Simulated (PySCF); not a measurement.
**Excitation energy of Cs by level of theory**

Cs [Xe] 6s1 (2S) → Cs [Xe] 5d1 (2D), as a difference of total energies. Calculation: PySCF 2.14, in aug-cc-pwCVTZ-X2C; scalar relativity by spin-free X2C-1e. Correlated levels: valence and next inner shell: [Kr] 4d10 frozen. The calculations carry no spin-orbit coupling.

```
                                method  excitation energy (eV)
                                   UHF                   1.710
    MP2 (valence and next inner shell)                   1.847
SCS-MP2 (valence and next inner shell)                   1.821
   CCSD (valence and next inner shell)                   1.814
CCSD(T) (valence and next inner shell)                   1.831
```

Task: How much does correlation contribute at CCSD(T) (valence and next inner shell)?

Result: 1.831 − (1.710) = 0.121 eV, measured against UHF.

Errors of the correlated levels include the incompleteness of this basis and the frozen core.

The coupled-cluster amplitudes are large for the upper state (T1 above 0.03 or a double amplitude above 0.15), so a single reference is strained.

For comparison: 1.805 eV (measured; NIST levels, between the centres of gravity of the two terms).
